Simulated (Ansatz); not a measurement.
Consider the ligand exchange at a B–C bond: `CBC=O` + H–F → `CBF` + `C=O`.

Isolated molecules relaxed with PBE0-D4/def2-TZVP in Ansatz; ΔE leaves out vibrations. CBS: MP2 limit from def2 TZ/QZ plus the TZ coupled-cluster correction, frozen cores. This one scheme is used for every species. Functionals use def2-TZVPP. HSE06 is defined as in plane-wave codes. Each species was taken in one conformer, which may not be the lowest.

| level | ΔE (kcal/mol) | difference from CCSD(T)/CBS |
| --- | --- | --- |
| HSE06-D4 | -35.4 | 0.4 |
| r2SCANh | -37.1 | -1.3 |
| RPA@PBE/def2-TZVPP | -37.9 | -2.1 |
| HF/def2-SVP | -43.6 | -7.8 |
| MP2/def2-SVP | -42.5 | -6.7 |
| MP2/def2-TZVPP | -36.9 | -1.1 |
| SCS-MP2/def2-TZVPP | -37.9 | -2.1 |
| CCSD(T)/def2-TZVPP | -37.1 | -1.3 |
| SCS-MP2/def2-QZVPP | -37.2 | -1.4 |
| HF/CBS(def2) | -41.4 | -5.6 |
| CCSD(T)/CBS | -35.8 | 0 |

What do rigid-rotor, harmonic-oscillator terms from PBE0-D4/def2-TZVP frequencies (298.15 K, 1 bar) make of the CCSD(T)/CBS value? (Estimate.)

The calculation gave: ΔZPE = +1.4 kcal/mol, ΔH = -35.1 kcal/mol, ΔS = 8 J/(mol·K), ΔG = -35.6 kcal/mol.

Largest T1 diagnostic among the species: 0.016.

From PBE to PBE0 (25 % exact exchange), in def2-TZVPP and without D4, ΔE moves by −0.8 kcal/mol. In def2-TZVPP, CCSD(T) changes the Hartree–Fock value by +4.2 kcal/mol (the triples alone add +0.5 kcal/mol) and MP2 by +4.5 kcal/mol.
